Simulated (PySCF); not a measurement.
# Electric field gradients and quadrupole coupling constants

Compound: C₉H₇O (charge -1).
Numbering: `[CH:1]#[C:2][CH2:3][c:4]1[cH:5][cH:6][cH:7][cH:8][c:9]1[O-:10]` (hydrogens: H11 on C1; H12, H13 on C3; H14 on C5; H15 on C6; H16 on C7; H17 on C8)

Structure used (GFN2-xTB), in Å, numbered top down from 1:
```
atom  x, y, z in Å
C1     3.2886    0.7170    1.0226
C2     2.5261   -0.0044    0.4435
C3     1.5895   -0.8760   -0.2236
C4     0.1657   -0.3644   -0.1632
C5    -0.4197   -0.0042    1.0270
C6    -1.7328    0.4457    1.0829
C7    -2.4527    0.5287   -0.1015
C8    -1.8887    0.1748   -1.3026
C9    -0.5449   -0.2951   -1.4126
O10   -0.0185   -0.6306   -2.5102
H11    3.9487    1.3666    1.5168
H12    1.6630   -1.8796    0.2201
H13    1.8391   -0.9503   -1.2895
H14    0.1622   -0.0711    1.9436
H15   -2.1813    0.7272    2.0293
H16   -3.4829    0.8799   -0.0755
H17   -2.4684    0.2478   -2.2168
```

Field gradients from the PBE0/pcSseg-1 density (PySCF, non-relativistic), principal values in atomic units, ordered |Vxx| ≤ |Vyy| ≤ |Vzz|:

```json
{"atom": "O10", "Vxx": "0.1835", "Vyy": "1.1952", "Vzz": "-1.3787"}
```

Q: Find the asymmetry η = (Vxx − Vyy)/Vzz and the couplings χ = eQV/h (234.96 MHz × Q in barn × V in au), with Q(17O) = −0.0256 b.

A: 
```json
{"atom": "O10", "environment": "aryloxide oxygen", "nucleus": "17O", "η": "0.73", "χzz (MHz)": "8.29", "χxx (MHz)": "-1.10", "χyy (MHz)": "-7.19"}
```

The tensor is traceless: Vxx + Vyy + Vzz = 0.

Q: What is Vzz at O10 in SI units (1 au = 9.71736 × 10²¹ V/m²)?

A: -1.3787 au = -13.398 × 10²¹ V/m².

Q: What couplings would deuterons (Q(2H) = 0.00286 b) have in place of the hydrogens, at this geometry?

A: 
| atom | bonded to | bond length (Å) | Vzz (au) | η | χzz (kHz) |
| --- | --- | --- | --- | --- | --- |
| H11 | C1 | 1.050 | 0.4046 | 0.00 | 272 |
| H12 | C3 | 1.100 | 0.2976 | 0.04 | 200 |
| H13 | C3 | 1.097 | 0.2841 | 0.04 | 191 |
| H14 | C5 | 1.088 | 0.3195 | 0.07 | 215 |
| H15 | C6 | 1.084 | 0.3335 | 0.10 | 224 |
| H16 | C7 | 1.089 | 0.3221 | 0.06 | 216 |
| H17 | C8 | 1.085 | 0.3302 | 0.07 | 222 |

One conformer (not necessarily the lowest) at the GFN2-xTB geometry, without solvent, vibrations or thermal averaging. The pcSseg-1 basis has no diffuse functions, a weakness for an anion. GFN2-xTB bond lengths can be off by several hundredths of an ångström, more for odd bonds, and the gradients follow them. A larger basis could move these couplings by a tenth or more.

The run behind these numbers computed NMR shieldings as well. The run took 39 s on an Arm Neoverse V1 with one thread, shared host, and the process peaked at 0.91 GiB of memory.
